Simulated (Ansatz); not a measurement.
SnTe2⁻, relaxed as a doublet with UKS PBE-D4/def2-SVPD in Ansatz, starting from the GFN1-xTB geometry. Force threshold 0.02 eV/Å.

In the def2 sets Sn, Te take a core potential; there is no spin–orbit coupling. The structure comes from a short search, and lower isomers may exist.

Start:

```xyz
3

Sn    0.314   -0.245   -0.787
Te   -0.859    2.130   -0.511
Te    0.546   -1.885    1.298
```

```csv
step,energy (eV),largest force component (eV/Å),SCF passes
1,-20422.0165,0.295,33
2,-20422.0437,0.187,36
3,-20422.0463,0.103,36
4,-20422.0482,0.008,34
```

Force components are those of the run's own axes.

End:

| atom | x (Å) | y (Å) | z (Å) |
| --- | --- | --- | --- |
| Sn1 | 0.2760 | -0.2156 | -0.6927 |
| Te2 | -0.8756 | 2.2161 | -0.6037 |
| Te3 | 0.5996 | -2.0005 | 1.2964 |

By distances, no bond broke or formed. The bond that changes most is Sn1–Te2, from 2.66 to 2.69 Å (atoms count from 1).

No frequencies were taken in this run, so the end may be a saddle point.

Run time 8.5 s (4 threads of Arm Neoverse V2 on a shared host).
